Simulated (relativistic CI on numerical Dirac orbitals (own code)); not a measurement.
# Hyperfine structure of Lu³²⁺, mass number 175

Method of calculation: Dirac-Coulomb-Breit CI, separate exchange-only KLI orbitals for each configuration, model QED, unscaled Slater integrals (own radial code, finite nucleus).

Configurations in the expansion (outside the closed core [Ar] 3d10): 4s²4p⁶4d³, 4s²4p⁵4d⁴, 4s²4p⁶4d²4f, 4s4p⁶4d⁴, 4s4p⁶4d³4f, 4s²4p⁶4d²5s, 4s²4p⁶4d4f5s, 4s²4p⁶4d²5p, 4s²4p⁶4d²5d, 4s²4p⁵4d³5s, 4s²4p⁶4d4f², 4s²4p⁶4f³, 4s4p⁶4d4f³, 4s²4p⁶4f²5s, 4s²4p⁶4f²5p, 4s²4p⁶4d5s², 4s²4p⁶4f5s², 4s4p⁶4d4f5s², 4s²4p⁶5s²5p. Double excitations out of closed p, d and f shells are left out; levels of such configurations are missing from the list, as are those of other unlisted configurations, and high levels can miss mixing partners. These lack a partner that the ground configuration has and come out too high: 4s²4p⁶4d²5d, 4s²4p⁵4d³5s.

Nuclear spin I = 7/2, μ = 2.2257 μN, Q = 3.49 b (tables of Stone and Pyykkö). The electronic factors are computed for point nuclear moments, without core polarisation or the Bohr-Weisskopf and QED corrections.

| Level | E (eV) | A (MHz) | B (MHz) |
| --- | --- | --- | --- |
| 4s²4p⁶4d³ ⁴F3/2 | 0.0000 | 14180 | -43800 |
| 4s²4p⁶4d³ ⁴F5/2 | 11.4289 | 8128 | -24200 |
| 4s²4p⁶4d³ ⁴P1/2 | 15.6610 | -5701 |  |
| 4s²4p⁶4d³ ⁴P5/2 | 22.9264 | 4680 | 67600 |
| 4s²4p⁶4d³ ⁴F7/2 | 26.5440 | 6939 | 1440 |
| 4s²4p⁶4d³ ⁴F9/2 | 28.1588 | 6948 | 18500 |
| 4s²4p⁶4d³ ²P1/2 | 30.5909 | -2160 |  |
| 4s²4p⁶4d³ ²D5/2 | 31.9114 | 3549 | 68300 |

Levels with J = 0, under 50 % of one LS term, or S terms without an open s electron are left out. Small factors come from cancelling terms and can be off by tens of per cent or more.

At this charge energies of transitions that change n are usually good to better than 1 %, and those within a shell (Δn = 0) to a few per cent. Terms inside the open d or f shell come out 10 to 20 % too wide with unscaled integrals.

Give the hyperfine levels of 4s²4p⁶4d³ ⁴F3/2 relative to its centre of gravity.

With K = F(F + 1) − I(I + 1) − J(J + 1), E = AK/2 + B[¾K(K + 1) − I(I + 1)J(J + 1)]/[2I(2I − 1)J(2J − 1)]: F = 2: -119200, F = 3: -45360, F = 4: 23900, F = 5: 63500 MHz.

LS names give the leading component of a level, which can be under half, so a name can repeat, a term be missing and a line seem to break the LS rules.
